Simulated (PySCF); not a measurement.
C₄H₅Si, SMILES C1=C[SiH2]C=[C]1, multiplicity 2.

Geometry: PBE-D3(BJ)/def2-SVP. The isomer is the one that the SMILES or the coordinates give; other isomers of the formula were not compared.

The numbers are results of PBE-D3(BJ)/def2-SVP (PySCF), not measurements.

Frequencies are harmonic and unscaled.

```
mode  ν (cm⁻¹)  IR (km/mol)  moving atoms (share of kinetic energy)
----  --------  -----------  --------------------------------------
1          226          0.0                          H 50 %, C 49 %
2          366          2.9                          C 53 %, H 47 %
3          458         10.3                         Si 48 %, C 46 %
4          493          1.3                 H 67 %, C 17 %, Si 15 %
5          576          6.0                         C 68 %, Si 27 %
6          614         10.4                          H 66 %, C 32 %
7          660          8.9                          H 75 %, C 24 %
8          693         10.7                          H 78 %, C 22 %
9          707          0.5                 C 68 %, H 23 %, Si 10 %
10         719         99.3                          H 75 %, C 22 %
11         831         56.7                 C 44 %, H 42 %, Si 14 %
12         893         71.3                                  H 94 %
13         940         35.6                          C 52 %, H 47 %
14         947          0.1                          H 75 %, C 25 %
15        1051          2.5                          H 81 %, C 19 %
16        1075         14.9                          H 60 %, C 40 %
17        1270          8.7                          H 58 %, C 41 %
18        1506          3.9                                  C 95 %
19        1581          4.5                                  C 97 %
20        2151         77.8                                  H 98 %
21        2157         87.3                                  H 96 %
22        3099          7.6                           H 92 %, C 8 %
23        3137          1.8                           H 91 %, C 9 %
24        3145          2.1                           H 91 %, C 9 %
```
